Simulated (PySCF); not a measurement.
A table of computed molecular properties with gaps.

```csv
no.,species (SMILES),atoms,electrons,dipole moment (D),HOMO energy (eV),LUMO energy (eV),smallest rotational constant (GHz)
1,CO[Si@@](N)(O)n1cccc1,20,84,1.44,-6.10,0.77,0.782
2,COC[C@@]1(CC#N)O[C@@H]1F,18,76,4.41,-8.11,?,0.725
3,C1CC(NNC2CC2)C1,23,70,1.55,-6.43,1.42,0.684
4,C=CCN1CCC[SiH2]1,21,70,0.57,?,0.32,0.884
5,C1C[SiH2]N(C2CC2)C1,21,70,0.73,?,0.95,1.022
6,CNN(C1CC1)C1CC1,23,70,?,-6.30,1.45,0.959
7,C=C(C)[C@H]1C[Si@H](N)C1,21,70,1.73,-6.70,0.56,0.879
8,CC(C)(C)N1CCC=N1,23,70,1.96,-5.55,0.55,1.115
9,CC/C(C)=N\NC1CC1,23,70,1.77,?,0.68,0.709
```

Levels: PBE0/pcSseg-1 for dipole moment, HOMO energy and LUMO energy; GFN2-xTB for smallest rotational constant. Geometries: GFN2-xTB. Species are written as SMILES; each is one conformer at its optimised geometry, gas phase, non-relativistic unless stated; the electronic structure was computed with PySCF and density fitting.

Dipoles, sizes and rotational constants follow the conformer. The torsions of the flexible species, by atom-mapped SMILES:
- `[CH3:1][O:2][Si@@:3]([NH2:4])([OH:5])[n:6]1[cH:7][cH:8][cH:9][cH:10]1`: C1–O2–Si3–N4 -176°, O2–Si3–N6–C7 -127°, H–N4–Si3–O2 -76°, H–N4–Si3–O2 57°, H–O5–Si3–O2 -173°
- `[CH3:1][O:2][CH2:3][C@@:4]1([CH2:5][C:6]#[N:7])[O:8][C@@H:9]1[F:10]`: C1–O2–C3–C4 -178°, O2–C3–C4–C5 66°, C3–C4–C5–C6 61°
- `[CH2:1]1[CH2:2][CH:3]([NH:4][NH:5][CH:6]2[CH2:7][CH2:8]2)[CH2:9]1`: C2–C3–N4–N5 170°, C3–N4–N5–C6 87°, N4–N5–C6–C7 147°
- `[CH3:1][NH:2][N:3]([CH:4]1[CH2:5][CH2:6]1)[CH:7]1[CH2:8][CH2:9]1`: C1–N2–N3–C4 -79°, N2–N3–C4–C5 163°, N2–N3–C7–C8 -64°
- `[CH2:1]=[C:2]([CH3:3])[C@H:4]1[CH2:5][Si@H:6]([NH2:7])[CH2:8]1`: C1–C2–C4–C5 -58°, H–N7–Si6–C5 -47°, H–N7–Si6–C5 94°
- `[CH3:1][CH2:2]/[C:3]([CH3:4])=[N:5]\[NH:6][CH:7]1[CH2:8][CH2:9]1`: C1–C2–C3–C4 93°, C3–N5–N6–C7 165°, N5–N6–C7–C8 174°

The conformers of `C=CCN1CCC[SiH2]1`, `C1C[SiH2]N(C2CC2)C1` and `CC(C)(C)N1CCC=N1` aren't listed.

Task: What is the LUMO energy in row 2?

Result: 0.74 eV.

Task: Row 4: the HOMO energy?

Result: -6.17 eV.

Task: Row 5: the HOMO energy?

Result: -5.97 eV.

Task: Row 6: the dipole moment?

Result: 1.32 D.

Task: What is the HOMO energy in row 9?

Result: -5.60 eV.

Task: In the completed table, which rows hold the lowest and the highest dipole moment, and what is the mean?

Result: Row 4 the lowest (0.57 D), row 2 the highest (4.41 D); the mean over the 9 rows is 1.72 D.

Task: In the completed table, which rows hold the lowest and the highest HOMO energy, and what is the mean?

Result: Row 2 the lowest (-8.11 eV), row 8 the highest (-5.55 eV); the mean over the 9 rows is -6.33 eV.

Task: What is the HOMO–LUMO gap, row by row?

Result: row 1: 6.87, row 2: 8.85, row 3: 7.85, row 4: 6.49, row 5: 6.92, row 6: 7.75, row 7: 7.26, row 8: 6.10, row 9: 6.28 eV.
